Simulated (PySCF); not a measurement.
Cost against size for one kind of job: PBE0-D3(BJ)/def2-SVP geometry optimisation, gas phase in PySCF 2.14.0; work: geometry optimisation from a GFN2-xTB start. Hardware: an Arm Neoverse V2 with one thread, on a shared host. Other jobs ran on the host; a repeat could differ by tens of per cent or more.

| species (SMILES) | atoms | electrons | basis functions | SCF cycles | gradient evaluations | wall time |
| --- | --- | --- | --- | --- | --- | --- |
| O=CO[SiH3] | 8 | 40 | 80 | 65 | 10 | ? |
| BC#CC | 9 | 28 | 81 | 25 | 4 | ? |
| BCC#C | 9 | 28 | 81 | 28 | 5 | ? |
| [Cl][Ta]([Cl])([Cl])=[Se] | 5 | 158 | 118 | 46 | 6 | 60 s |
| CN(C)B1OBOB(P)O1 | 19 | 82 | 189 | 33 | 5 | 83 s |

**Question.** Estimate the withheld figures.

**Answer.** `O=CO[SiH3]`: 16 s; `BC#CC`: 5.9 s; `BCC#C`: 6.7 s.

**Question.** With all rows, how does the wall time grow with the number of basis functions N?

**Answer.** A straight line through log(time) against log(N) has slope 2.9 between N = 80 and 189, and the rows scatter about it by a factor of about 1.9 (standard error of the fit). This is a fit to these rows, whose iteration counts differ, not the method's formal scaling.

**Question.** Which species took longest, and how many times the shortest run?

**Answer.** `CN(C)B1OBOB(P)O1`, at 83 s: about 14 times the shortest (5.9 s).
